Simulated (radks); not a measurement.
The numbers below are computed, except where a source is named.
Initial-state core-level shifts of the rhodium ion Rh+ when its valence configuration changes from [Kr] 4d8. Level of theory: Dirac Kohn-Sham, PBEsol, spin-unpolarised, spherical densities, finite nucleus; open shells are shared between the two j in proportion to 2j + 1; Fermi nuclear charge, rms radius 4.4945 fm (a radial shooting solver on a logarithmic mesh with Libxc functionals). Shifts are changes of the shell-averaged eigenvalues in eV (positive: less bound); the change of the density at the nucleus, which sets a Mossbauer isomer shift, is in e/bohr^3, on a base of 1.208e+05.

valence               1s       3p       4s       4p  density at nucleus
4d7 5p1           -5.610   -5.764   -5.447   -5.273               +2.56
4d7.5 5p0.5       -2.760   -2.834   -2.699   -2.618               +1.14
4d7.5 5s0.5       -2.039   -2.126   -1.974   -1.891              +10.98
4d7 5s0.5 5p0.5   -4.912   -5.076   -4.747   -4.573              +13.08
4d6 5p2          -11.553  -11.873  -11.042  -10.647               +6.20
4d6.5 5s0.5 5p1   -7.866   -8.111   -7.556   -7.279              +15.47
4d7 5s1           -4.197   -4.373   -4.031   -3.858              +23.26
4d6 5s2           -8.847   -9.199   -8.358   -7.978              +52.01
4d6.5 5s1 5p0.5   -7.175   -7.429   -6.867   -6.593              +26.36
